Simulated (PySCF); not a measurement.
PySCF input:

```python
from pyscf import gto, scf, dft

mol = gto.M(
    atom='''
    Ge   -0.00000000   -0.00000000   -1.20333039
    Ge    0.00000000    0.00000000    1.20333039
    ''',
    basis='def2-tzvpd',
    charge=0,
    spin=2,
    symmetry='D2h',
    verbose=4,
)

mf = dft.UKS(mol, xc='mn15').density_fit(auxbasis='def2-universal-jkfit')
mf.grids.level = 4
mf.conv_tol = 1e-9
mf.max_cycle = 100
mf.max_memory = 1500
mf.kernel()
if not mf.converged:
    mf = mf.newton()
    mf.kernel(mf.make_rdm1())
mf.analyze()
```

Task: Predict the final energy.

Result: -4154.56223 Eh (MN15/def2-TZVPD).
